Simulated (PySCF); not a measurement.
NbF4Cl, SMILES [Cl][Nb]([F])([F])([F])[F], multiplicity 1.

Coordinates come from a B3LYP-D3(BJ)/def2-SVP optimisation. The spin state was assumed, not searched. The structure was generated by enumeration; whether it is a known compound was not checked. The def2 effective core potentials stand for the cores of Nb; spin–orbit coupling is left out.

The numbers are results of M06-2X/def2-TZVP (PySCF), not measurements.

Symmetry labels are those of the subgroup C2v that the program uses (full group C4v).

Task: List the valence orbital energies around the gap with their symmetry. (Estimate from the structure and the level; the computed values follow.)

Result: 
```tsv
orbital	symmetry	energy (eV)
HOMO−7	B2	-14.95
HOMO−6	B1	-14.70
HOMO−5	B2	-14.70
HOMO−4	A2	-14.57
HOMO−3	A2	-14.01
HOMO−2	A1	-13.85
HOMO−1	B1	-12.47
HOMO	B2	-12.47
LUMO	B1	-2.74
LUMO+1	B2	-2.74
LUMO+2	A1	-2.55
LUMO+3	A1	-2.22
```
